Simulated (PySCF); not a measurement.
## Telling isomers of C3H6B2 apart by NMR

Calculated, not measured (PySCF 2.14): structure optimised with PBE0-D3(BJ)/def2-SVP, B3LYP/pcJ-1 coupling constants (spin–dipole term left out of most H,H and C,H couplings), σ from GIAO-PBE0/pcSseg-1. No solvent, one computed conformer, fast rotation and ring inversion assumed for equivalent nuclei, non-relativistic.

δ = σ(ref) − σ, references computed at the same level: ¹H and ¹³C vs TMS. Multiplet labels drop J under 1 Hz and among equivalent protons, and merge close values. Unscaled 3J(H,H) run several per cent high. Vicinal couplings that depend on rotamer populations or ring flexing (ring, CH–CH, X–H and H–F types) are those of the one conformer. Couplings to H on boron are left out. Carbons bonded to boron are broad in practice. Shifts are as computed. Against solution values, carbons near 30 ppm lie about +2 ppm off and those near 130 ppm about +5 ppm. Of 1313 compounds with measured shifts, 239 miss one by over three times the rms of a fit or turn the order of signals round; such compounds aren't used in these exercises.

(1) Tabulate the signals of `BCBC#C`, `BC(B)C#C` and their relative energies.

(2) What is the quickest way to tell BCBC#C from BC(B)C#C?

Results:

(1) 
| SMILES | carbon types | δC | δH | E rel. (kcal/mol) |
| --- | --- | --- | --- | --- |
| BCBC#C | 1×C 1×CH 1×CH2 | 133.9, 99.4, 61.1 | 7.77 (br, 2H), 6.84 (br, 1H), 4.95 (s, 1H), 3.67 (t, 2H) | 0.0 |
| BC(B)C#C | 1×C 2×CH | 89.1, 77.0, 66.5 | 7.63 (br, 4H), 4.57 (d, 1H), 2.45 (d, 1H) | 19.5 |

Energies are electronic energies at PBE0/pcSseg-1 on these geometries, without zero-point or thermal terms, each for the one conformer computed, which needn't be the lowest.

(2) Both give the same number of carbon signals, but DEPT or the intensities differ. The first has an sp3 CH2 bonded to 2 B at 61.1 ppm, the second a propargylic sp3 CH bonded to 2 B at 66.5 ppm. Their most deshielded carbons lie at 133.9 and 89.1 ppm.
